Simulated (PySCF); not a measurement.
Input for PySCF:
```python
from pyscf import gto, scf

mol = gto.Mole()
mol.atom = '''
    C    -1.84206432   -1.20121796    0.80212934
    O    -0.52940267   -0.82617099    0.71041079
    Si    0.10704999    0.63348171    0.05450908
    C    -1.63967623    1.67035787    0.04162330
    C     0.15899035    0.44413107   -1.88381391
    O     1.74361813    0.10516852    0.39206427
    C     2.26238054   -1.15875034    0.12310671
    H    -1.89353890   -2.21160292    1.23738123
    H    -2.34392672   -1.23139132   -0.17739377
    H    -2.42318933   -0.52584016    1.44744341
    H    -2.40969923    1.18223303   -0.56026119
    H    -1.49330874    2.66732033   -0.37058951
    H    -2.04093927    1.79755978    1.04694241
    H    -0.29640328   -0.49367606   -2.21446711
    H     1.18481255    0.44636105   -2.25006960
    H    -0.36588150    1.25090369   -2.39297643
    H     3.27718700   -1.22677312    0.53830566
    H     1.63891508   -1.93803885    0.57400207
    H     2.31576698   -1.34490333   -0.95951757
'''
mol.basis = 'cc-pvdz'
mol.charge = -1
mol.spin = 1
mol.verbose = 4
mol.build()

mf = scf.UHF(mol)
mf = mf.density_fit(auxbasis='def2-universal-jkfit')
mf.kernel()
```

Q: Predict the total energy from DF-HF/cc-pVDZ (PySCF).

A: -1194.215279 Ry

Q: Predict the number of basis functions from DF-HF/cc-pVDZ.

A: 162

Q: Give the Mulliken (on the basis functions themselves) charges in atom order at the level DF-HF/cc-pVDZ.

A: C1 0.23, O2 -0.67, Si3 0.74, C4 -0.28, C5 -0.32, O6 -0.64, C7 0.23, H8 -0.03, H9 -0.03, H10 -0.02, H11 -0.04, H12 -0.02, H13 -0.02, H14 -0.02, H15 -0.01, H16 -0.02, H17 -0.04, H18 -0.01, H19 -0.04

These values belong to the state on which the SCF converged, which isn't shown to be the lowest.
